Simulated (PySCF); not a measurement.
CdClBr, SMILES [Cl][Cd][Br].

Coordinates come from a r2SCAN-D4/def2-TZVP optimisation. The def2 effective core potentials stand for the cores of Cd; spin–orbit coupling is left out.

The numbers are results of TDA-B3LYP/def2-SVPD (PySCF), not measurements.

Vertical excitations; the highest root listed may be one member of a degenerate set. The molecule is in vacuum. State labels are in the subgroup C2v.

Computed UV-visible absorptions:
```tsv
state	symmetry	energy (eV)	λ (nm)	f	main pairs
S1	B1	4.64	267	0.005	HOMO−1→LUMO (degenerate set)
S2	B2	4.64	267	0.005	HOMO→LUMO (degenerate set)
S3	B2	5.23	237	0.026	HOMO−2→LUMO (degenerate set)
S4	B1	5.23	237	0.026	HOMO−3→LUMO (degenerate set)
S5	A1	6.23	199	0.056	HOMO−4→LUMO 46 %, HOMO−1→LUMO+1 26 %, HOMO→LUMO+2 26 %
S6	A2	6.31	196	0.000	HOMO−1→LUMO+2 50 %, HOMO→LUMO+1 50 %
S7	A1	6.35	195	0.000	HOMO→LUMO+2, HOMO−1→LUMO+1 (degenerate set)
S8	A2	6.35	195	0.000	HOMO→LUMO+1, HOMO−1→LUMO+2 (degenerate set)
S9	A1	6.84	181	0.017	HOMO−5→LUMO 51 %, HOMO−2→LUMO+2 23 %, HOMO−3→LUMO+1 23 %
S10	A2	6.89	180	0.000	HOMO−2→LUMO+1 50 %, HOMO−3→LUMO+2 50 %
T1	B1	4.31	288	0	HOMO−1→LUMO (degenerate set)
T2	B2	4.31	288	0	HOMO→LUMO (degenerate set)
T3	B2	4.87	255	0	HOMO−2→LUMO (degenerate set)
T4	B1	4.87	255	0	HOMO−3→LUMO (degenerate set)
```
Triplets are in the Tamm–Dancoff approximation.
